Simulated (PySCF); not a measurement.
# [CeI2]+ at several levels of theory

Computed with PySCF 2.14.0 (density fitting, no spin-orbit coupling) at the geometry relaxed with PBE0:

```xyz
3
[CeI2]+ (singlet in the valence; each metal's 4f electrons, 1 of them, lie in its core potential, out of spins and levels)
Ce    0.0000    0.0000   -1.1205
I     2.2566    0.0000    0.6012
I    -2.2566    0.0000    0.6012
```

```
 level                                               basis    state  HOMO (eV)  gap (eV)  charge on Ce1 (e)  population of f-type functions on Ce1 (polarisation alone where 4f lies in the core)  dipole about the centre of mass (D)  largest force component (eV/Å)
  PBE0    Ce lcecp-1-SVP with ECP47, I def2-SVP with ECP28  singlet     -11.66      4.29               1.17                                                                                  0.03                                 8.58                            0.00
r2SCAN                                            the same  singlet     -10.91      3.15               1.16                                                                                  0.03                                 8.50                            0.22
  PBE0  Ce lcecp-1-TZVP with ECP47, I def2-TZVP with ECP28  singlet     -11.59      4.35               1.43                                                                                  0.04                                 8.36                            0.10
```

In the lcecp rows the 4f levels are missing from HOMO and gap, and the state counts the valence alone.

Charges are Mulliken's, which hang on the basis. The relaxation used the grid (50, 194), these runs (75, 302) or, all-electron (x2c bases, spin-free X2C Hamiltonian), (99, 590).

**Question.** What does CAM-B3LYP with Ce lcecp-1-SVP with ECP47, I def2-SVP with ECP28 give here?

**Answer.** state singlet, HOMO (eV) -12.74, gap (eV) 6.14, charge on Ce1 (e) 1.17, population of f-type functions on Ce1 (polarisation alone where 4f lies in the core) 0.03, dipole about the centre of mass (D) 9.00, largest force component (eV/Å) 0.11. Time: 8.9 s on 2 threads of Intel(R) Xeon(R) Platinum 8488C (Sapphire Rapids), on a shared host, from an already converged density.

In the first row's basis the gap widens with exact exchange: 3.2 eV for r2SCAN (none); 4.3 eV for PBE0 (a fixed share); 6.1 eV for CAM-B3LYP (rising or full at long range).

An lcecp potential fixes the number of 4f electrons, so in runs with it no electron can move into or out of that shell.
